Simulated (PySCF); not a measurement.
# Spinor energies of Cd⁺ (cadmium, charge +1)

Start: [Kr] 4d9 5s2; 4d3/2 filled at m_j = -3/2, -1/2, +1/2, +3/2; 4d5/2 filled at m_j = -3/2, -1/2, +1/2, +3/2, +5/2. Calculated with PySCF 2.14 in x2c-SVPall-2c with one added diffuse shell each of s, p, d type (7s10p7d1f, 79 functions): generalised Hartree-Fock with the X2C-1e Hamiltonian and a Gaussian nucleus; one run each with spin-orbit coupling (SO) switched off, then screened by Boettger's factors. This is a chosen level, not necessarily the ground level.

```
spinor shell  electrons  ε, spin-free (eV)  ε, screened SO (eV)  weight of nominal j (screened SO)  rms radius, screened SO (bohr)
       1s1/2          2           -26856.1             -26854.0                              1.000                          0.0349
       2s1/2          2            -4087.0              -4086.4                              1.000                           0.142
       2p1/2          2            -3662.6              -3796.2                              1.000                           0.124
       2p3/2          4            -3662.6              -3601.0                              1.000                           0.128
       3s1/2          2            -812.00              -811.81                              1.000                           0.381
       3p1/2          2            -669.04              -693.66                              1.000                           0.376
       3p3/2          4            -669.04              -657.57                              1.000                           0.387
       3d3/2          4            -445.78              -450.14                              0.999                           0.362
       3d5/2          6            -445.78              -442.68                              0.999                           0.365
       4s1/2          2            -143.49              -143.44                              1.000                           0.938
       4p1/2          2            -98.702              -103.74                              0.988                            1.01
       4d3/2          4            -33.439              -34.174                              0.916                            1.31
       4d5/2          5            -33.439              -32.871                              0.932                            1.33
       5s1/2          2            -16.868              -16.866                              1.000                            2.87
```

(1) Where does 4p3/2 lie, and what is the 4p spin-orbit splitting (screened SO)?

| quantity | spin-free | screened SO |
| --- | --- | --- |
| E (hartree) | -5589.65521 | -5590.75865 |
| M_J | 5/2 | 5/2 |
| ⟨J²⟩ | 8.755 | 8.755 |
| ⟨L²⟩ | 6.005 | 6.020 |
| ⟨S²⟩ | 0.751 | 0.765 |

Each row is a mean over spinors that exchange with the open shell spreads, by up to 5.866 eV (4p3/2).

Breit and QED terms are absent; they matter most for the inner s and p1/2 levels.

Densities and radii are taken from the X2C orbitals without a picture-change correction, which distorts them close to the nucleus.

Without spin-orbit coupling the j labels of p, d and f shells carry no meaning; the spin-free column gives the mean over the occupied spinors of each nl shell.

## Answers

(1) At -96.307 eV, 7.429 eV above 4p1/2.
